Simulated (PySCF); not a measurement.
Mo(NH)2(SMe)2, C2H8MoN2S2 (singlet state).
Bonds: Mo1–N2, Mo1–N4, Mo1–S6, Mo1–S11, S6–C7, S11–C12. Hydrogens: H3 on N2; H5 on N4; H8, H9, H10 on C7; H13, H14, H15 on C12.

Method: PBE0-D3(BJ)/def2-SVP geometry optimisation, gas phase, def2 core potentials past Kr (PySCF); density fitting, grid level 1; the optimiser is geomeTRIC in internal coordinates, started from a GFN2-xTB structure with every atom displaced at random (about 0.03 Å).

At the end of the run (lengths in Å): C12–H13 1.099, Mo1–S6 2.328, N4–H5 1.018, Mo1–N4 1.724, Mo1–S11 2.327, N2–H3 1.018, C7–H10 1.099, S6–Mo1–S11 113.3°, N2–Mo1–N4 114.5°, N4–Mo1–S11 104.4°, Mo1–S6–C7 100.4°, N2–Mo1–S6–C7 170°, N2–Mo1–S11–C12 43°, H5–N4–Mo1–N2 -1°, H3–N2–Mo1–N4 -1°.

Question: These geometries were met on the way; a selection of coordinates is given. Order them by energy above the end point, lowest first.
A. C12–H13 1.106, Mo1–S6 2.323, N4–H5 1.026, Mo1–N4 1.750, Mo1–S11 2.335, N2–H3 1.022, C7–H10 1.100, S6–Mo1–S11 112.7°, N2–Mo1–N4 115.0°, N4–Mo1–S11 106.4°, Mo1–S6–C7 104.0°, N2–Mo1–S6–C7 157°, N2–Mo1–S11–C12 27°, H5–N4–Mo1–N2 2°, H3–N2–Mo1–N4 4°
B. C12–H13 0.972, Mo1–S6 2.441, N4–H5 0.933, Mo1–N4 1.805, Mo1–S11 2.285, N2–H3 0.978, C7–H10 1.065, S6–Mo1–S11 105.9°, N2–Mo1–N4 121.4°, N4–Mo1–S11 109.5°, Mo1–S6–C7 103.1°, N2–Mo1–S6–C7 150°, N2–Mo1–S11–C12 11°, H5–N4–Mo1–N2 15°, H3–N2–Mo1–N4 -8°
C. C12–H13 1.104, Mo1–S6 2.330, N4–H5 1.022, Mo1–N4 1.730, Mo1–S11 2.334, N2–H3 1.019, C7–H10 1.099, S6–Mo1–S11 114.3°, N2–Mo1–N4 114.4°, N4–Mo1–S11 105.4°, Mo1–S6–C7 103.3°, N2–Mo1–S6–C7 161°, N2–Mo1–S11–C12 32°, H5–N4–Mo1–N2 1°, H3–N2–Mo1–N4 4°
D. C12–H13 1.100, Mo1–S6 2.333, N4–H5 1.017, Mo1–N4 1.716, Mo1–S11 2.333, N2–H3 1.018, C7–H10 1.098, S6–Mo1–S11 116.0°, N2–Mo1–N4 113.8°, N4–Mo1–S11 104.4°, Mo1–S6–C7 101.7°, N2–Mo1–S6–C7 166°, N2–Mo1–S11–C12 40°, H5–N4–Mo1–N2 0°, H3–N2–Mo1–N4 2°
E. C12–H13 1.090, Mo1–S6 2.327, N4–H5 1.016, Mo1–N4 1.690, Mo1–S11 2.320, N2–H3 1.019, C7–H10 1.096, S6–Mo1–S11 109.7°, N2–Mo1–N4 117.9°, N4–Mo1–S11 108.0°, Mo1–S6–C7 103.6°, N2–Mo1–S6–C7 153°, N2–Mo1–S11–C12 19°, H5–N4–Mo1–N2 5°, H3–N2–Mo1–N4 1°

Answer: D (0.014 eV), C (0.042 eV), A (0.099 eV), E (0.187 eV), B (1.165 eV).

```json
{"step": "4", "E above end (eV)": "0.014", "rms distance from the end, all atoms (Å)": "0.127", "largest force (eV/Å)": "0.306", "rms shift of all bonds from the end (Å)": "0.003"}
{"step": "3", "E above end (eV)": "0.042", "rms distance from the end, all atoms (Å)": "0.267", "largest force (eV/Å)": "0.513", "rms shift of all bonds from the end (Å)": "0.003"}
{"step": "2", "E above end (eV)": "0.099", "rms distance from the end, all atoms (Å)": "0.350", "largest force (eV/Å)": "1.270", "rms shift of all bonds from the end (Å)": "0.008"}
{"step": "1", "E above end (eV)": "0.187", "rms distance from the end, all atoms (Å)": "0.442", "largest force (eV/Å)": "2.229", "rms shift of all bonds from the end (Å)": "0.010"}
{"step": "0", "E above end (eV)": "1.165", "rms distance from the end, all atoms (Å)": "0.500", "largest force (eV/Å)": "7.946", "rms shift of all bonds from the end (Å)": "0.059"}
```

Rows stand in the order of the answer.
